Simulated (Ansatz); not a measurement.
Mulliken charges of C2Br2F4 (`FC(F)(Br)C(F)(F)Br`) from PBE/def2-TZVPP in Ansatz (PBE0-D4/def2-TZVP geometry).

```json
{"atom": "F1", "x (Å)": "1.210", "y (Å)": "0.692", "z (Å)": "-1.133", "charge (e)": "-0.094"}
{"atom": "C2", "x (Å)": "0.300", "y (Å)": "-0.180", "z (Å)": "-0.701", "charge (e)": "0.237"}
{"atom": "F3", "x (Å)": "0.868", "y (Å)": "-1.378", "z (Å)": "-0.640", "charge (e)": "-0.094"}
{"atom": "Br4", "x (Å)": "-1.184", "y (Å)": "-0.212", "z (Å)": "-1.931", "charge (e)": "-0.049"}
{"atom": "C5", "x (Å)": "-0.131", "y (Å)": "0.261", "z (Å)": "0.727", "charge (e)": "0.237"}
{"atom": "F6", "x (Å)": "-0.693", "y (Å)": "1.462", "z (Å)": "0.666", "charge (e)": "-0.094"}
{"atom": "F7", "x (Å)": "0.973", "y (Å)": "0.352", "z (Å)": "1.468", "charge (e)": "-0.094"}
{"atom": "Br8", "x (Å)": "-1.342", "y (Å)": "-0.998", "z (Å)": "1.542", "charge (e)": "-0.049"}
```

By hand: the dipole of these point charges (1 e Å = 4.8032 D).

Σ q r = (-0.058, -0.028, -0.009) e Å, of length 0.065 e Å = 0.31 D.

How does the dipole of the full density compare? (Estimate.)

Computed: (-0.098, -0.047, -0.015) e Å, 0.53 D; the point charges give 0.58 times that, at 0° from its direction.

Point charges leave out the atoms' own dipoles, such as those of lone pairs, and Mulliken's split depends on the basis, so the two needn't agree.
